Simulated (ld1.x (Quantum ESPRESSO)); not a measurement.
**Scattering properties, TM semilocal potential for Zn**

* Element: zinc
* Generator: ld1.x (Quantum ESPRESSO) 7.5
* Type: norm-conserving Troullier–Martins (semilocal form)
* Functional: PW91
* Relativity: scalar-relativistic
* Frozen core: [Ar] 3d10
* Valence charge: 2
* Reference configuration: 4s1 4p0 (charge +1)
* Partial waves: 4p (bound, empty): rc 1.90 bohr; 4d channel at 0.35 Ry: rc 2.15 bohr; 4s (bound): rc 2.20 bohr
* Local potential: the s channel
* Core correction: a·sin(br)/r model core inside 0.90 bohr

The phase is arctan(r·u′/u) with u = r·R(r), unwrapped; energies in Ry, scanned from -3 to 5 Ry. A pole is an energy at which the radial function vanishes at the test radius. The pseudo phase is shifted by a multiple of π to meet the all-electron one at the reference energy, and phase errors are pseudo minus all-electron; the curves can meet again beyond the range given. Levels narrower than the energy grid can be missing from the lists of poles.

```json
{"channel": "s", "radius (bohr)": "2.41", "reference energy (Ry)": "-1.03", "poles, all-electron": "0.73", "poles, pseudo": "0.64", "unbroken range about the reference energy with phases within 0.05 rad": "below 2.1", "phase error 1 Ry above the reference energy (rad)": "-0.006"}
{"channel": "p", "radius (bohr)": "2.41", "reference energy (Ry)": "-0.58", "poles, all-electron": "1.91", "poles, pseudo": "1.78", "unbroken range about the reference energy with phases within 0.05 rad": "below 3.2", "phase error 1 Ry above the reference energy (rad)": "-0.007"}
{"channel": "d", "radius (bohr)": "2.41", "reference energy (Ry)": "0.35", "poles, all-electron": "-1.37, 4.03", "poles, pseudo": "1.69", "unbroken range about the reference energy with phases within 0.05 rad": "-0.7 to 0.7", "phase error 1 Ry above the reference energy (rad)": "-0.702"}
```

Phases in the p channel:

```tsv
E (Ry)	all-electron	pseudo
-3.00	1.273	1.271
-2.52	1.230	1.228
-2.04	1.164	1.162
-1.56	1.052	1.050
-1.08	0.819	0.817
-0.60	0.212	0.212
-0.12	-0.746	-0.749
0.36	-1.204	-1.211
0.84	-1.392	-1.401
1.32	-1.493	-1.504
1.80	-1.558	-1.574
2.28	-1.609	-1.630
2.76	-1.653	-1.685
3.24	-1.697	-1.747
3.72	-1.747	-1.835
4.20	-1.812	-1.995
4.68	-1.909	-2.413
```
